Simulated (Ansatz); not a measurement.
A geometry relaxed with B3LYP-D3(BJ)/def2-TZVP in Ansatz (a first-principles code), charge 0, multiplicity 1:

```xyz
7

N      1.6067     0.1350     0.3723
H     -1.6058     0.2444     0.8242
H     -1.2837     0.9867    -0.8342
C      0.4203    -0.0673     0.0514
C     -0.9506     0.3367    -0.0339
O     -0.3923    -0.9796    -0.5146
H      2.2053    -0.6559     0.1348
```

Problem. Write the SMILES of this molecule.

Solution. `[H]/N=C1/CO1`
